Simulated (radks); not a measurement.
Values are calculated unless marked as measured or tabulated.
Cr2+, 22 electrons, occupied as [Ar] 3d2 4s1 4p1 (not the ground configuration).

Level of theory: non-relativistic Kohn-Sham, PBE, spin-polarised, spherical densities, point nucleus; open shells are filled with parallel spins first (a radial shooting solver on a logarithmic mesh with Libxc functionals).

Energy parts (hartree):
part                       energy
total                 -1042.45907
kinetic                1041.65485
electron-nucleus      -2448.48246
Hartree                 411.51921
exchange-correlation    -47.15067

Orbitals (lengths in bohr, moments of r in powers of bohr):
orbital  occ.  eigenvalue (hartree)     <r^2>   <1/r>
1s up       1             -215.7792  0.005528   23.52
1s down     1             -215.7752  0.005528   23.52
2s up       1             -25.66111    0.1036   4.975
2s down     1             -25.61966    0.1033   4.981
2p up       3             -22.01696   0.08391   4.919
2p down     3             -21.98411   0.08366   4.924
3s up       1              -4.04433    0.9003   1.592
3s down     1              -3.94182    0.9025   1.588
3p up       3              -3.01359     1.001   1.481
3p down     3              -2.91169     1.004   1.477
3d up       2              -1.37452     1.374   1.214
3d down     0              -1.27142     1.375   1.212
4s up       1              -0.89445     6.699  0.5409
4p up       1              -0.67072     8.714  0.4722

The highest occupied level is 4p up at -18.251 eV. The configuration is held as typed, so some empty levels lie below it. Spin moment in Bohr magnetons: 4. The density falls to 0.001 e/bohr^3 at r = 4.07 bohr. The spin density at the nucleus is 7.142 e/bohr^3 (1s 0.009, 2s -0.806, 3s 0.384, 4s 7.554), a Fermi contact field of 374 T. The electron density at the nucleus is 9334 e/bohr^3. Summed over all electrons, <r^2> = 26.70 bohr^2, which gives a Langevin (diamagnetic) susceptibility term of -21.1 x 10^-6 cm^3/mol. Virial ratio -V/T = 2.00077.
